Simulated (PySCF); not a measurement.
Spin states of GaN

Unrestricted PBE0; basis Ga x2c-TZVPPall, N x2c-TZVPPall; spin-free X2C with a Gaussian nucleus; PySCF 2.14. Outer shells of the fragments: Ga 3d10 4s2 4p1; N 2s2 2p3.

Followed along the bond (rough minima from three points):

```json
{"2Ms+1": "3", "unpaired": "π ↑↑", "⟨S²⟩ at the start": "2.01", "R at minimum (Å)": "2.00", "Te (eV)": "0.00"}
{"2Ms+1": "3", "unpaired": "σ ↑, π ↑", "⟨S²⟩ at the start": "2.03", "R at minimum (Å)": "1.85", "Te (eV)": "0.10"}
{"2Ms+1": "1", "unpaired": "σ ↓, π ↑", "⟨S²⟩ at the start": "1.02", "R at minimum (Å)": "1.83", "Te (eV)": "0.47"}
{"2Ms+1": "1", "unpaired": "π ↑↓", "⟨S²⟩ at the start": "1.00", "R at minimum (Å)": "2.00", "Te (eV)": "0.51"}
{"2Ms+1": "5", "unpaired": "σ ↑, π ↑↑↑", "⟨S²⟩ at the start": "6.01", "R at minimum (Å)": "none in the scan", "Te (eV)": "≤ 2.29"}
```

Solutions found at the starting distance of 1.860 Å, counted from the lowest of them; the search is not exhaustive and high or unbound solutions are not listed, so other states can lie among these:

| 2Ms+1 | unpaired | term | E (eV) | ⟨S²⟩ | ⟨Lz²⟩ | μ (D) |
| --- | --- | --- | --- | --- | --- | --- |
| 3 | σ ↑, π ↑ | ³Π | 0.00 | 2.03 | 1.01 | -2.73 |
| 3 | π ↑↑ | ³Σ⁻ | 0.03 | 2.01 | 0.00 | -1.23 |
| 1 | σ ↓, π ↑ | mixed | 0.37 | 1.02 | 1.02 | -3.02 |
| 1 | π ↑↓ | mixed | 0.54 | 1.00 | 2.01 | -1.20 |
| 1 | none | ¹Σ⁺ | 1.67 | 0.00 | 0.00 | -4.53 |
| 1 | none | mixed | 2.09 | 0.00 | 2.00 | -1.04 |
| 5 | σ ↑, π ↑↑↑ | ⁵Π | 2.63 | 6.01 | 1.00 | -0.07 |
| 3 | σ ↑, π ↑↑↓ | mixed | 3.43 | 3.01 | 3.01 | -0.29 |
| 3 | σ ↓, π ↑↑↑ | mixed | 3.52 | 3.02 | 1.00 | -0.03 |
| 1 | σ ↑, π ↑↓↓ | mixed | 3.85 | 2.02 | 3.02 | 0.18 |

A term symbol is given only where ⟨S²⟩ and ⟨Lz²⟩ are close to those of a pure state; real π, δ and φ orbitals otherwise mix terms. A positive dipole means Ga(−)N(+).

Problem. Compare the gap between the two lowest followed solutions at the starting distance with the gap between their minima.

Solution. At PBE0 the second solution (triplet, unpaired electrons σ ↑, π ↑) lies -0.03 eV from the first (triplet, unpaired electrons π ↑↑) at 1.860 Å and +0.10 eV at the minima; the two curves relax by different amounts, since their minima lie near 1.85 and 2.00 Å.

Spin–orbit coupling is left out.
